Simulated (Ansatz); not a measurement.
A nudged elastic band was laid between two geometries of C₃H₈GeSe (13 atoms, charge 0, multiplicity 1).

Level of theory: RHF/def2-SVP in Ansatz.

```yaml
movable_images: 5
climbing_image: yes
spring: 5.0 eV/Å²
optimiser: quadratic models (default)
start_path: IDPP
force_threshold: 0.05 eV/Å
iteration_limit: 60
end_points: relaxed
```

Image 0:

```xyz
13
Properties=species:S:1:pos:R:3
C -1.574 -0.458 0.484
C -0.095 -0.127 0.536
Ge 1.294 -1.159 -0.353
C 0.527 0.609 -0.659
Se 1.573 2.205 -0.387
H -1.855 -0.923 -0.462
H -1.848 -1.147 1.285
H -2.178 0.448 0.598
H 0.221 0.274 1.494
H 2.679 -1.260 0.260
H 0.909 -2.250 -1.340
H -0.123 0.686 -1.525
H 0.492 3.065 0.085
```

Image 6:

```xyz
13
Properties=species:S:1:pos:R:3
C -1.519 -0.674 0.400
C -0.053 -0.296 0.472
Ge 1.302 -0.911 -0.781
C 0.456 0.817 -0.456
Se 1.470 2.293 0.258
H -1.711 -1.596 0.950
H -2.144 0.113 0.831
H -1.850 -0.829 -0.629
H 0.316 -0.204 1.489
H 2.730 -1.126 -0.315
H 0.882 -1.652 -2.041
H -0.258 1.134 -1.210
H 0.400 2.896 1.047
```

**Question.** Which bonds break or form, and what moves?

**Answer.** No bond is made or broken. The dihedral H6–C1–C2–Ge3 goes from -32 to 88°. The two ends are copies of one structure, up to a mirror image or an exchange of like atoms.

**Question.** Give the energies along the band, and the barrier.

**Answer.** It converged. The highest image is number 3 of 0 to 6, 13.8 kJ/mol above the ends, which have the same energy within 2 meV. A vibrational analysis at the climbing image gives one clearly imaginary mode, 239i cm⁻¹: a first-order saddle point.

```
image  path coordinate (Å)  energy (kJ/mol)  dihedral H6–C1–C2–Ge3 (°)
    0                 0.00              0.0                        -32
    1                 0.59              3.3                        -13
    2                 1.17             10.3                          8
    3                 1.75             13.8                         28
    4                 2.35             10.2                         49
    5                 2.94              3.2                         69
    6                 3.54              0.0                         88
```

**Question.** What is the geometry of the highest image?

**Answer.** 
```xyz
13
Properties=species:S:1:pos:R:3
C -1.550 -0.620 0.432
C -0.060 -0.276 0.471
Ge 1.299 -0.975 -0.736
C 0.493 0.782 -0.498
Se 1.518 2.274 0.163
H -1.753 -1.610 0.022
H -1.974 -0.596 1.437
H -2.106 0.102 -0.170
H 0.326 -0.150 1.478
H 2.709 -1.218 -0.230
H 0.877 -1.757 -1.970
H -0.201 1.073 -1.281
H 0.443 2.936 0.897
```

**Question.** What are the harmonic wavenumbers there?

**Answer.** 239i, 110, 192, 239, 285, 328, 478, 527, 578, 625, 655, 788, 901, 909, 964, 1048, 1065, 1168, 1178, 1195, 1316, 1450, 1530, 1589, 1601, 2299, 2312, 2549, 3178, 3255, 3260, 3294, 3301 cm⁻¹.

The run took 2.9 min on 2 threads of Intel(R) Xeon(R) Platinum 8259CL CPU @ 2.50GHz (Skylake/Cascade Lake), with other jobs on the host, peak memory 0.5 GiB.
